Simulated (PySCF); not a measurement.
## Ionising BeAl

PBE0; PySCF, no relativity, basis sets Be def2-TZVP, Al def2-TZVP. Neutral (UKS): doublet (π ↑), Re = 2.414 Å, ωe = 384 cm⁻¹, De = 0.78 eV, HOMO -4.40 eV, LUMO -2.64 eV.

BeAl⁺ (UKS): singlet (closed shell), Re = 2.797 Å, ωe = 269 cm⁻¹, De = 0.81 eV to Be + Al⁺. The energies at the minima are -256.91328 hartree for BeAl and -256.69083 for BeAl⁺.

**Question.** Work out the adiabatic ionisation energy, without and with harmonic zero-point energies (1 hartree = 27.2114 eV, 1 eV = 8065.5 cm⁻¹), and the change of the bond length.

**Answer.** At PBE0: 0.22245 hartree = 6.053 eV between the minima; the zero-point term (269.0 − 384.0)/2 cm⁻¹ = -0.007 eV makes it 6.046 eV. Re changes by +38.3 pm against the neutral. The electron leaves a π orbital, and the longer bond of the ion fits a bonding orbital, or a change in how ionic the bond is.

Closed-shell solutions of metal pairs were not tested for spin polarisation, which can lower them a little. For an ion De counts to the pair picked by the measured ionisation energies or electron affinities, which need not be the lowest pair at this level. States were picked by a PBE0 search and need not be the measured ground states.
